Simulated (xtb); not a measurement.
N,N-disilylmethanamine (CH9NSi2), SMILES CN([SiH3])[SiH3]. All values are semi-empirical tight-binding results from xtb (GFN2-xTB unless named), good for trends rather than for accurate numbers. The structure is a stationary point at GFN2-xTB.

Optimised geometry:

```xyz
13

Si    -0.6409     1.4193    -0.4719
N     -0.2185    -0.2005    -0.0131
C     -1.2552    -0.9606     0.6552
Si     1.3918    -0.8347     0.1177
H     -1.9117     1.3282    -1.1984
H     -0.8240     2.2857     0.7021
H      0.4424     1.9115    -1.3130
H     -2.2280    -0.7437     0.2139
H     -1.0631    -2.0293     0.5591
H     -1.3073    -0.7214     1.7222
H      1.3155    -2.2477    -0.2678
H      2.2225    -0.0574    -0.7929
H      1.9014    -0.7429     1.4941
```
Charge 0, spin multiplicity 1.

- point group as xtb finds it = Cs
- orbital gap = 4.60 eV
- dipole moment = 0.63 D
- zero-point energy = 57.0 kcal/mol
- G − E(el) at 298.15 K (modified RRHO) = 37.2 kcal/mol
- static polarisability (D4 model) = 82.7 bohr³
- solvation energy, GFN2-xTB/ALPB(water) = 1.0 kcal/mol
- solvation energy, GFN2-xTB/ALPB(benzene) = -1.8 kcal/mol

Computed atomic charges and the Wiberg bond orders between heavy atoms:
charges (e) Si1 0.49, N2 -0.39, C3 -0.01, Si4 0.49, H5 -0.10, H6 -0.10, H7 -0.11, H8 0.02, H9 0.02, H10 0.01, H11 -0.10, H12 -0.11, H13 -0.10. Bond orders Si1–N2 1.04, N2–C3 1.05, N2–Si4 1.04.
